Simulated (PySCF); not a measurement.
**How methods differ on the ionisation energy of Ir⁴⁹⁺**

Ir⁴⁹⁺ [Ar] 3d10 → Ir⁵⁰⁺ [Ar] 3d9 [3d3/2^4 3d5/2^5, M_J = 5/2], as a difference of total energies. Computed with PySCF 2.14 in an uncontracted even-tempered set (15 s from 13 bohr⁻², ratio 2.8; 13 p from 16 bohr⁻², ratio 2.8; 8 d from 16 bohr⁻², ratio 2.8; 3 f from 62 bohr⁻², ratio 3), with the two-component X2C-1e Hamiltonian. Correlated levels: [Ne] frozen; the 78 highest virtual spinors dropped. "Screened" scales the spin-orbit matrix elements by Boettger's factors to mimic the two-electron term; Breit and QED terms are absent.

```json
{"method": "GHF (spin-free)", "ionisation energy (eV)": "4574.7"}
{"method": "GMP2 (spin-free)", "ionisation energy (eV)": "4576.1"}
{"method": "GHF (screened spin-orbit)", "ionisation energy (eV)": "4541.3"}
{"method": "GMP2 (screened spin-orbit)", "ionisation energy (eV)": "4542.7"}
```

Breit and QED terms and the two-electron picture change are absent.

The spin-free rows lack the spin-orbit shift.

For comparison: 4540 ± 4 eV (theoretical estimate listed by NIST; NIST Atomic Spectra Database, ionization energies).
